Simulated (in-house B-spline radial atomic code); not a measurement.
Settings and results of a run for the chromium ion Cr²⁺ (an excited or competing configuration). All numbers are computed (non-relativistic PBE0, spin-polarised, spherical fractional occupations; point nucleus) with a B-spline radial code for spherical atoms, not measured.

Command:
```bash
python run_scf.py task.json out
```
Settings:
```
Z                24
configuration    [Ne] 3s2 3p5 3d4 4d1
hamiltonian      nr
method           pbe0
spin_polarised   True
```

Output (hartree, bohr):
```
 radial grid: 52 intervals, B-splines of order 8, outer radius 38.5185 bohr

 iter        energy (Eh)    residual
    1       -1029.492858    4.96e-01
    2       -1036.546229    4.41e-01
    3       -1040.678847    1.03e-01
    4       -1041.005771    1.97e-02
    5       -1041.017776    1.51e-02
    6       -1041.023200    1.39e-03
    7       -1041.023250    1.38e-04
    8       -1041.023251    2.85e-05
    9       -1041.023251    2.17e-06
   10       -1041.023251    1.67e-07

 total energy                     -1041.02325
 kinetic                            1040.2228
 electron-nucleus                  -2448.5887
 Hartree                             414.7119
 exact exchange                      -11.5265
 exchange-correlation                -35.8427

 orbital      occ     eigenvalue          <r>       <r^2>       <1/r>     <1/r^2>       <r^4>       r_max
 1s up      1.000      -217.2699    0.0641767  0.00552467     23.5234     1114.32 7.80615e-05     0.04225
 1s down    1.000      -217.2509    0.0641716   0.0055237     23.5249     1114.43 7.80302e-05     0.04224
 2s up      1.000       -26.0330     0.295697    0.103243     4.98541      101.99   0.0186584      0.2459
 2s down    1.000       -25.9381     0.294941    0.102641     4.99672     102.392   0.0183755      0.2456
 2p up      3.000       -22.2975     0.260911   0.0837331     4.92417     33.3418   0.0143264      0.1988
 2p down    3.000       -22.2054     0.260157   0.0831562     4.93371     33.4461   0.0140586      0.1986
 3s up      1.000        -4.1624     0.891756    0.913877     1.57515     15.2083     1.32788      0.7783
 3s down    1.000        -3.8520     0.898439    0.929006      1.5607     14.8784     1.38435      0.7797
 3p up      3.000        -3.0893       0.9348     1.02203     1.46124     4.70279      1.7678      0.7921
 3p down    2.000        -2.7245     0.950106     1.05928     1.43705     4.54668     1.93137      0.7964
 3d up      4.000        -1.3484      1.08291     1.45542     1.18109     1.85079     4.54927      0.7891
 4d up      1.000        -0.3543       4.2236     20.1835    0.302383    0.180863     615.226       3.808
```

Run time, properties included: 0.13 s on 1 thread of Arm Neoverse V1, with other jobs on the host.

Caution: exact exchange at fractional occupations of open shells leaves self-interaction of up to several eV.
